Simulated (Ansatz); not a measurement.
**Question.** Name a neutral molecule of B, C, Se and H with LUMO energy (ωB97M-V/def2-TZVPP) between 0.25 and 0.55 eV and HOMO energy (PBE0/def2-TZVPP) between -7.10 and -6.80 eV (Ansatz, PBE0-D4/def2-TZVP geometry).

**Answer.** `B[Se]C=C` (0.47 eV, -7.08 eV). Other molecules can fit too; these were computed, each in one conformer that needn't be the lowest.
